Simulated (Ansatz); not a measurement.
`BN[SiH](O)F` and `O[SiH](O)F` differ in one atom or group.

Ansatz, PBE0-D4/def2-TZVP geometries, multiplicity 1. Each molecule was computed in one conformer, which needn't be the lowest.

```tsv
property	`BN[SiH](O)F`
HOMO–LUMO gap (PBE/def2-TZVPP) / eV	6.33
size of the dipole moment (B3LYP/def2-TZVPP) / D	1.72
LUMO energy (ωB97M-V/def2-TZVPP) / eV	1.52
HOMO–LUMO gap (B3LYP/def2-TZVPP) / eV	8.34
HOMO energy (B3LYP/def2-TZVPP) / eV	-8.93
LUMO energy (B3LYP/def2-TZVPP) / eV	-0.59
```

(1) What does the change do to each property? (Best estimate.)

## Answers

(1) Computed: 
| property | `O[SiH](O)F` | shift |
| --- | --- | --- |
| HOMO–LUMO gap (PBE/def2-TZVPP) / eV | 7.75 | 1.42 |
| size of the dipole moment (B3LYP/def2-TZVPP) / D | 1.52 | -0.20 |
| LUMO energy (ωB97M-V/def2-TZVPP) / eV | 2.15 | 0.63 |
| HOMO–LUMO gap (B3LYP/def2-TZVPP) / eV | 9.67 | 1.33 |
| HOMO energy (B3LYP/def2-TZVPP) / eV | -9.38 | -0.45 |
| LUMO energy (B3LYP/def2-TZVPP) / eV | 0.29 | 0.88 |

With PBE0 the HOMO falls by 0.49 eV and the LUMO rises by 1.06 eV, so the gap widens by about 1.55 eV. PBE moves the HOMO by -0.27 eV and ωB97M-V by -0.55 eV. The zero-point energy changes by -65.2 kJ/mol with -9 modes. Dipoles are sizes alone; their direction can turn.

Positive LUMOs are unbound, so they and the gaps depend on the basis.

B3LYP here is the variant with VWN-RPA as its local correlation; programs differ in this.
